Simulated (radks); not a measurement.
Values are calculated unless marked as measured or tabulated.
Rb4+, 33 electrons, occupied as [Ar] 3d10 4s2 4p3. Code: a radial shooting solver on a logarithmic mesh with Libxc functionals. Model: scalar-relativistic Kohn-Sham, PBEsol, spin-polarised, spherical densities, point nucleus; open shells are filled with parallel spins first (spin-orbit coupling, left out, can overturn this in heavy ions).

Local quantities along the radius. ELF = 1/(1 + alpha^2) is the electron localisation function; alpha = (tau - tau_W)/tau_unif compares the Pauli kinetic energy density with that of the uniform gas (summed over spins). tau is taken from the large components.

| r (bohr) | ELF | alpha |
|---|---|---|
| 0.001547 | 1.000 | 0.01995 |
| 0.002015 | 1.000 | 0.02013 |
| 0.002603 | 1.000 | 0.02075 |
| 0.003389 | 1.000 | 0.02198 |
| 0.004378 | 0.999 | 0.02395 |
| 0.005701 | 0.999 | 0.02716 |
| 0.007423 | 0.999 | 0.03225 |
| 0.009589 | 0.998 | 0.04025 |
| 0.01249 | 0.997 | 0.05432 |
| 0.01613 | 0.994 | 0.07920 |
| 0.021 | 0.983 | 0.1303 |
| 0.02713 | 0.946 | 0.2381 |
| 0.03533 | 0.804 | 0.4941 |
| 0.04563 | 0.500 | 0.9992 |
| 0.05942 | 0.304 | 1.515 |
| 0.07676 | 0.387 | 1.258 |
| 0.09995 | 0.652 | 0.7311 |
| 0.1291 | 0.782 | 0.5287 |
| 0.1681 | 0.688 | 0.6741 |
| 0.2189 | 0.340 | 1.393 |
| 0.2828 | 0.303 | 1.517 |
| 0.3682 | 0.635 | 0.7579 |
| 0.4756 | 0.778 | 0.5346 |
| 0.6193 | 0.683 | 0.6806 |
| 0.8 | 0.333 | 1.416 |
| 1.042 | 0.267 | 1.657 |
| 1.346 | 0.711 | 0.6382 |
| 1.752 | 0.849 | 0.4220 |
| 2.263 | 0.679 | 0.6872 |
| 2.947 | 0.183 | 2.113 |
| 3.807 | 0.008 | 11.25 |
| 4.957 | 0.000 | 133.8 |

On this mesh the ELF has minima near r = 0.059, 0.25, 0.91 bohr, which separate the shells, and maxima near 0.13 (0.78), 0.48 (0.78), 1.8 (0.85).

Self-consistent cycle (total energy in hartree, residual of the potential): 1: -2963.903736, 1e+01; 2: -2971.609718, 6e+00; 3: -2974.790309, 5e-01; 4: -2974.823125, 5e-01; 5: -2974.840794, 1e-01; 6: -2974.842328, 1e-02; 7: -2974.842324, 3e-03; 8: -2974.842320, 1e-04; 9: -2974.842320, 7e-06; 10: -2974.842320, 2e-06; 11: -2974.842320, 1e-06; 12: -2974.842320, 5e-07; 13: -2974.842320, 3e-09.
